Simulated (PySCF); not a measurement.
**H₂NbN: fields on a plane**

Computed with PySCF, PBE0, basis Nb def2-TZVP with ECP28, N def2-TZVP, H def2-TZVP (scalar-relativistic core potentials, no spin–orbit coupling, density fitting).

The singlet minimum has Nb–H 1.779 Å (×2), Nb–N 1.646 Å; H–Nb–H 112.0°, H–Nb–N 100.0° (×2).

The plane holds Nb1 at (0.00, 0.00), N2 at (1.65, 0.00), H3 at (-0.31, 1.75) Å. Columns run from x = -2.25 to 4.05 Å, rows from y = 4.05 (top) to -1.95 Å, in steps of 0.3 Å. Other isomers or separated fragments may lie lower. Core electrons replaced by a potential are absent, the electrostatic potential uses the reduced nuclear charge, and values within about 0.7 Å of such atoms have no physical meaning.

**Question.** Give the electron localisation function (set to 0 where the density is under 0.005 e/Å³). Every second row and column.

**Answer.** 
```
0.00 0.00 0.00 0.00 0.00 0.00 0.00 0.00 0.00 0.00 0.00
0.00 0.00 0.00 0.00 0.00 0.00 0.00 0.00 0.00 0.00 0.00
0.00 0.00 0.99 1.00 0.99 0.72 0.00 0.00 0.00 0.00 0.00
0.00 0.94 1.00 1.00 1.00 0.85 0.08 0.00 0.00 0.00 0.00
0.00 0.84 0.99 1.00 1.00 0.51 0.16 0.19 0.12 0.00 0.00
0.13 0.30 0.49 0.57 0.36 0.20 0.66 0.67 0.55 0.20 0.00
0.09 0.14 0.31 0.81 0.81 0.43 0.79 0.84 0.87 0.51 0.00
0.09 0.17 0.56 0.83 0.01 0.54 0.30 0.38 0.91 0.59 0.00
0.08 0.13 0.18 0.62 0.85 0.32 0.79 0.83 0.76 0.36 0.00
0.00 0.08 0.05 0.04 0.07 0.14 0.50 0.49 0.33 0.00 0.00
0.00 0.00 0.03 0.01 0.01 0.04 0.11 0.12 0.00 0.00 0.00
```

**Question.** Give the lowest empty orbital (Å^-3/2) at -3.10 eV (cut at ±0.3; overall sign arbitrary). Lower edges of the bins (Å^-3/2): '_' -0.300, '.' -0.263, ':' -0.226, '-' -0.189, '=' -0.152, '+' -0.115, '*' -0.078, '#' -0.040, '%' -0.003, '@' 0.034; top 0.07, each point printed twice.

**Answer.** 
```
%%%%%%%%%%%%%%%%%%%%%%%%%%%%%%%%%%%%%%%%%%%%
%%%%%%%%%%%%%%%%%%%%%%%%%%%%%%%%%%%%%%%%%%%%
%%%%%%%%%%%%%%%%%%%%%%%%%%%%%%%%%%%%%%%%%%%%
%%%%%%%%%%%%%%%%%%%%%%%%%%%%%%%%%%%%%%%%%%%%
%%%%%%%%%%%%%%%%%%%%%%%%%%%%%%%%%%%%%%%%%%%%
%%%%%%%%%%%%############%%%%%%%%%%%%%%%%%%%%
%%%%%%%%%%################%%%%%%%%%%%%%%%%%%
%%%%%%%%%%########################%%%%%%%%%%
%%%%%%%%####****####################%%%%%%%%
%%%%%%%%####******######################%%%%
%%%%%%%%####**++++**####################%%%%
%%%%%%%%##**==--==**########**############%%
@@@@@@%%##++..__::++######**++****########%%
@@@@@@@@%%++..++**==**%%%%##==++**########%%
@@@@@@@@%%**::++++::++##@@@@++****########%%
@@@@@@@@@@##::____..++##%%##****########%%%%
@@@@@@@@@@%%++::::==**##%%%%############%%%%
@@@@@@@@@@@@##******##%%%%%%%%######%%%%%%%%
@@@@@@@@@@@@%%%%%%%%%%%%%%%%%%%%%%%%%%%%%%%%
%%@@@@@@@@@@@@@@%%%%%%%%%%%%%%%%%%%%%%%%%%%%
%%@@@@@@@@@@@@@@%%%%%%%%%%%%%%%%%%%%%%%%%%%%
```
